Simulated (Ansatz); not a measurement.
Start from `[CH3][GaH][SiH3]` and change one atom or group to get `[CH3][GaH][NH2]`.

Ansatz, PBE0-D4/def2-TZVP geometries, multiplicity 1. Each molecule was computed in one conformer, which needn't be the lowest.

Scalar relativity is left out up to krypton.

```csv
property,`[CH3][GaH][SiH3]`
size of the dipole moment (PBE/def2-TZVPP) / D,0.92
size of the dipole moment (B3LYP/def2-TZVPP) / D,0.86
HOMO–LUMO gap (ωB97M-V/def2-TZVPP) / eV,9.28
HOMO–LUMO gap (PBE/def2-TZVPP) / eV,3.70
HOMO energy (ωB97M-V/def2-TZVPP) / eV,-9.36
HOMO energy (B3LYP/def2-TZVPP) / eV,-7.14
```

**Question.** Give the same properties after the change, and the shifts. (Best estimate.)

**Answer.** Ansatz gave: 
```tsv
property	`[CH3][GaH][NH2]`	shift
size of the dipole moment (PBE/def2-TZVPP) / D	0.90	-0.02
size of the dipole moment (B3LYP/def2-TZVPP) / D	0.81	-0.05
HOMO–LUMO gap (ωB97M-V/def2-TZVPP) / eV	10.97	1.69
HOMO–LUMO gap (PBE/def2-TZVPP) / eV	4.80	1.10
HOMO energy (ωB97M-V/def2-TZVPP) / eV	-9.58	-0.22
HOMO energy (B3LYP/def2-TZVPP) / eV	-6.96	0.18
```

With PBE0 the HOMO rises by 0.16 eV and the LUMO rises by 1.51 eV, so the gap widens by about 1.35 eV. PBE moves the HOMO by 0.41 eV and ωB97M-V by -0.22 eV. Dipoles are sizes alone; their direction can turn.

B3LYP here is the variant with VWN-RPA as its local correlation; programs differ in this.
